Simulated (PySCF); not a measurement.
Si(vinyl)2(SiMe3)2, C10H24Si3.
Bonds: Si1–C2, Si1–C7, Si1–Si12, Si1–Si25, C2–C3, C7–C8, Si12–C13, Si12–C14, Si12–C15, Si25–C26, Si25–C27, Si25–C28. Hydrogens: H4 on C2; H5, H6 on C3; H9 on C7; H10, H11 on C8; H16, H17, H18 on C13; H19, H20, H21 on C14; H22, H23, H24 on C15; H29, H30, H31 on C26; H32, H33, H34 on C27; H35, H36, H37 on C28.

Theory: PBE0-D3(BJ)/def2-SVP geometry optimisation, gas phase (PySCF).

Task: What internal coordinates does the optimisation give?

Result: 
| bond | length (Å) |
| --- | --- |
| Si1–C2, Si1–C7 | 1.886 |
| Si1–Si12, Si1–Si25 | 2.350 |
| C2–C3, C7–C8 | 1.339 |
| C2–H4, C7–H9 | 1.099 |
| C3–H5, C8–H10 | 1.096 |
| C3–H6 | 1.096 |
| C8–H11 | 1.096 |
| Si12–C13 and 5 like bonds | 1.888 |
| C13–H16 and 17 like bonds | 1.102 |

Bonds in one row agree within 0.01 Å and their mean is given. A selection of angles:
| angle | degrees |
| --- | --- |
| C2–Si1–C7 | 111.3 |
| C2–Si1–Si12 | 107.5 |
| C2–Si1–Si25 | 110.3 |
| Si12–Si1–Si25 | 112.1 |
| Si1–C2–C3 | 125.0 |
| Si1–Si12–C13 | 110.7 |
| Si1–Si12–C14 | 109.2 |
| Si1–Si12–C15 | 108.2 |
| C13–Si12–C14 | 109.6 |

Dihedral angles: C7–Si1–C2–C3 40° (synclinal); C2–Si1–C7–C8 17° (synperiplanar); C2–Si1–Si12–C13 -172° (antiperiplanar); C2–Si1–Si25–C26 71° (synclinal). The mirror-image conformer, all signs reversed, is as good.

Si12 (silicon bonded to 3 C and Si) is tetrahedral (angles from 108.2° to 110.7°). Si1 (silicon bonded to 2 C and 2 Si) is tetrahedral (angles from 106.7° to 112.1°). Of the pairs four or more bonds apart, C3···H10 is among the closest relative to their van der Waals radii: 2.88 Å, 99 % of the sum of Bondi's values.

Point group: C1 (no symmetry element, even within 0.4 Å). No frequency check. One conformer, not necessarily the lowest (C7–Si1–C2–C3 40°, C2–Si1–C7–C8 17°, Si1–C2–C3–H -2° and 178°, Si1–C7–C8–H -2° and 178°).

Hardware: AMD EPYC 9R45, 2 threads, shared host with 96 logical CPUs at a one-minute load of 22. Cost: 6.3 min wall, 15 min CPU, 2.8 GiB resident at most. This is the geometry optimisation.
